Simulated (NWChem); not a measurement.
Species: SiHIF2; SMILES F[SiH](F)I

```xyz
5

Si     0.3850     1.3280     0.0000
F     -0.3082     1.9842    -1.2925
F     -0.3082     1.9842     1.2925
I     -0.0236    -1.0461     0.0000
H      1.8254     1.6431     0.0000
```
Atoms are numbered in this order, from 1.

Level: PBE0/def2-SVP with def2 effective core potentials on I (NWChem), optimised geometry, unscaled harmonic frequencies. def2 effective core potentials on I; no spin-orbit coupling.

```
frequency (cm⁻¹)  IR intensity (km/mol)
----------------  ---------------------
177                                 1.5
207                                 5.2
332                                25.6
410                                79.0
808                               200.2
817                                15.5
886                               229.2
986                               166.4
2336                               77.4
```

```
Quantity                                                                           Result
-----------------------------------------------------------------------  ----------------
zero-point energy                                                            9.9 kcal/mol
thermal correction to the enthalpy at 298.15 K (with zero-point energy)     13.6 kcal/mol
heat capacity Cv                                                         14.9 cal/(mol K)
entropy at 298.15 K and 1 atm (symmetry number 1)                        76.6 cal/(mol K)
```

Rigid rotor and harmonic oscillator.
